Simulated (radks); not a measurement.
Results of a calculation; reference values are marked as such.
Task: Ar10+, 8 electrons, occupied as [He] 2s2 2p4. Level of theory: non-relativistic Kohn-Sham, PBE, spin-polarised, spherical densities, point nucleus; open shells are filled with parallel spins first (a radial shooting solver on a logarithmic mesh with Libxc functionals). Some entries of the table are withheld. Estimate them.

| orbital | occ. | eigenvalue (Ry) | <r^2> (bohr^2) | <1/r> (bohr^-1) |
|---|---|---|---|---|
| 1s up | 1 | -253.0612 | 0.009948 | 17.56 |
| 1s down | 1 | -252.6596 | 0.009915 | 17.58 |
| 2s up | 1 | -42.38612 | 0.1813 | 3.750 |
| 2s down | 1 | -41.63875 | 0.1839 | 3.718 |
| 2p up | 3 | -38.26927 | 0.1472 | 3.683 |
| 2p down | 1 | -37.40118 | 0.1503 | 3.655 |
| 3s up | 0 | -15.41029 | 1.138 | 1.443 |
| 3s down | 0 | -15.23366 | 1.157 | 1.432 |
| 3p up | 0 | (1) | 1.130 | 1.398 |
| 3p down | 0 | (2) | 1.154 | 1.387 |
| 3d up | 0 | -12.62393 | 0.9551 | 1.301 |
| 3d down | 0 | -12.42480 | 0.9850 | 1.279 |

Result: 
(1) 3p up eigenvalue (Ry): -14.19742
(2) 3p down eigenvalue (Ry): -14.00862
